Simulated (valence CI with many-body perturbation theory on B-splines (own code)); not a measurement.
# Level structure of Zn16+

Method: valence CI with perturbative core correlation (CI+MBPT): four valence electrons over a frozen Dirac-Fock core [Ne], a basis of 11 s, 11 p, 9 d, 7 f, 5 g, 2 h, 1 i functions for each j, with the one-electron correlation potential Σ1 (screened to all orders), the two-electron term Σ2, the three-electron term Σ3, Breit, model QED; selected single and double excitations, second order for the rest (own B-spline code, finite nucleus).

No measured spectrum was set against this ion. As an estimate, levels of excited configurations hold to 0.05 to 0.15 % of their energy, terms of the ground configuration to about 0.5 %.

Levels 1 to 45 of 71, with energies above the lowest level, 3s2 3p2 3P_0. "Leading %" is the weight of the configuration and term that name the level; weights of strongly mixed levels are sums over their largest components and can fall short. In the jj column 3d3/2^4 stands for four electrons in 3d with j = 3/2. Lifetimes count E1, E2, E3, M1 and M2 decay at the calculated energies, and are blank where another channel may lead or the interval is too uncertain; long ones can be off by a factor of two.

```
No.  Configuration  Term  J  E (eV)  Leading %      g  Lifetime                   Leading jj
  1        3s2 3p2    3P  0    0.00         90                           3s^2 3p1/2^2 (86 %)
  2        3s2 3p2    3P  1    2.85         97  1.500   4.95 ms      3s^2 3p1/2 3p3/2 (97 %)
  3        3s2 3p2    3P  2    4.82         76  1.392   23.2 ms      3s^2 3p1/2 3p3/2 (77 %)
  4        3s2 3p2    1D  2   10.25         76  1.106    838 μs          3s^2 3p3/2^2 (77 %)
  5        3s2 3p2    1S  0   16.99         89           166 μs          3s^2 3p3/2^2 (85 %)
  6         3s 3p3   5S°  2   37.11         96  1.984   14.5 ns      3s 3p1/2 3p3/2^2 (50 %)
  7         3s 3p3   3D°  1   48.05         79  0.585    309 ps      3s 3p1/2^2 3p3/2 (44 %)
  8         3s 3p3   3D°  2   48.15         77  1.210    378 ps      3s 3p1/2 3p3/2^2 (57 %)
  9         3s 3p3   3D°  3   49.20         88  1.332    463 ps      3s 3p1/2 3p3/2^2 (88 %)
 10         3s 3p3   3P°  0   55.15         90           147 ps      3s 3p1/2 3p3/2^2 (90 %)
 11         3s 3p3   3P°  1   55.46         81  1.428    141 ps      3s 3p1/2 3p3/2^2 (63 %)
 12         3s 3p3   3P°  2   55.66         62  1.394    164 ps            3s 3p3/2^3 (42 %)
 13         3s 3p3   1D°  2   60.69         45  1.072    131 ps      3s 3p1/2 3p3/2^2 (30 %)
 14         3s 3p3   3S°  1   67.63         66  1.695   12.8 ps      3s 3p1/2 3p3/2^2 (56 %)
 15      3s2 3p 3d   3F°  2   69.29         94  0.678    463 ps      3s^2 3p1/2 3d3/2 (74 %)
 16      3s2 3p 3d   3F°  3   71.03         95  1.085    777 ps      3s^2 3p1/2 3d5/2 (56 %)
 17         3s 3p3   1P°  1   72.89         59  1.286   16.1 ps            3s 3p3/2^3 (57 %)
 18      3s2 3p 3d   3F°  4   73.84         98  1.249                3s^2 3p3/2 3d5/2 (98 %)
 19      3s2 3p 3d   3P°  2   77.89         46  1.284   14.9 ps      3s^2 3p1/2 3d5/2 (72 %)
 20      3s2 3p 3d   3D°  1   79.28         49  0.919   12.3 ps      3s^2 3p1/2 3d3/2 (69 %)
 21      3s2 3p 3d   1D°  2   81.18         35  1.094   12.0 ps      3s^2 3p3/2 3d3/2 (36 %)
 22      3s2 3p 3d   3P°  0   81.71         88          15.9 ps      3s^2 3p3/2 3d3/2 (88 %)
 23      3s2 3p 3d   3P°  1   82.38         51  1.091   13.3 ps      3s^2 3p3/2 3d3/2 (77 %)
 24      3s2 3p 3d   3D°  3   82.57         84  1.320   11.7 ps      3s^2 3p3/2 3d5/2 (51 %)
 25      3s2 3p 3d   3D°  2   82.98         48  1.278   13.0 ps      3s^2 3p3/2 3d5/2 (47 %)
 26      3s2 3p 3d   1F°  3   89.88         94  1.008   11.0 ps      3s^2 3p3/2 3d5/2 (39 %)
 27      3s2 3p 3d   1P°  1   92.25         83  0.989   13.6 ps      3s^2 3p3/2 3d5/2 (65 %)
 28            3p4    3P  2   98.41         51  1.416   80.6 ps       3p1/2^2 3p3/2^2 (60 %)
 29            3p4    3P  1  101.88         54  1.452   82.1 ps         3p1/2 3p3/2^3 (54 %)
 30            3p4    3P  0  102.23         53          71.2 ps       3p1/2^2 3p3/2^2 (38 %)
 31      3s 3p2 3d    5F  1  102.79         92  0.088   1.08 ns      3s 3p1/2^2 3d3/2 (43 %)
 32      3s 3p2 3d    5F  2  103.35         88  1.035   1.78 ns  3s 3p1/2 3p3/2 3d3/2 (40 %)
 33            3p4    1D  2  103.74         52  1.079    114 ps         3p1/2 3p3/2^3 (57 %)
 34      3s 3p2 3d    5F  3  104.33         89  1.274   3.49 ns  3s 3p1/2 3p3/2 3d3/2 (42 %)
 35      3s 3p2 3d    5F  4  105.74         91  1.359   27.1 ns  3s 3p1/2 3p3/2 3d5/2 (69 %)
 36      3s 3p2 3d    5D  0  107.20         96           744 ps  3s 3p1/2 3p3/2 3d3/2 (81 %)
 37      3s 3p2 3d    5D  1  107.36         94  1.470    588 ps  3s 3p1/2 3p3/2 3d3/2 (64 %)
 38      3s 3p2 3d    5F  5  107.47         98  1.395   17.0 ns      3s 3p3/2^2 3d5/2 (52 %)
 39      3s 3p2 3d    5D  2  107.57         86  1.445    442 ps  3s 3p1/2 3p3/2 3d3/2 (45 %)
 40      3s 3p2 3d    5D  3  107.89         76  1.440    392 ps  3s 3p1/2 3p3/2 3d3/2 (33 %)
 41      3s 3p2 3d    5D  4  108.70         76  1.446   5.98 ns  3s 3p1/2 3p3/2 3d5/2 (55 %)
 42      3s 3p2 3d    3F  2  110.60         89  0.696    642 ps  3s 3p1/2 3p3/2 3d5/2 (37 %)
 43      3s 3p2 3d    3F  3  111.87         82  1.127    402 ps  3s 3p1/2 3p3/2 3d5/2 (42 %)
 44      3s 3p2 3d    3F  4  113.87         75  1.287   1.39 ns      3s 3p3/2^2 3d5/2 (74 %)
 45      3s 3p2 3d    5P  3  114.30         90  1.644   14.6 ps  3s 3p1/2 3p3/2 3d5/2 (49 %)
```

Names give the largest LS component (configuration and term), which can be under half, so a name can repeat, a term be missing and a line seem to break the LS rules; names also repeat where a configuration has a term twice.

Where two levels of one J and parity lie close, their mixing, g and order are uncertain.

The ionisation energy to 3s2 3p 2P°_1/2 of the next ion comes out as 577.03 eV (NIST: 577.8 ± 1.3 eV (semi-empirical)). All 71 levels together are meant to be complete up to 132.66 eV.
